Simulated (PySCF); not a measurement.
## Molecular orbitals of Cu₂

CAM-B3LYP at R = 2.290 Å; Cu def2-TZVPPD; no relativity (PySCF 2.14). State: ¹Σg⁺ (singlet), closed shell. Only the outer orbitals are listed.

| orbital | occ. | ε (eV) | main shells (%) |
| --- | --- | --- | --- |
| σg | 2 | -6.85 | 93 s |
| σu | 0 | -1.43 | 52 p, 48 s |
| πu | 0 | 0.17 | 101 p |
| πu | 0 | 0.17 | 101 p |

Which are the highest filled and the lowest empty level, where do they sit, and how wide is the gap?

Highest filled σg at -6.85 eV (in %: 93 s); lowest empty σu at -1.43 eV (in %: 52 p, 48 s); the gap at CAM-B3LYP is 5.42 eV.

```json
{"bond order (Mayer)": "1.05", "⟨S²⟩": "0.000", "polarisability along the bond": "109.4 bohr³", "polarisability across the bond": "61.2 bohr³"}
```

Shares are Mulliken populations and can fall outside 0 to 100 %.

Closed-shell solutions of metal pairs were not tested for spin polarisation, which can lower them a little.
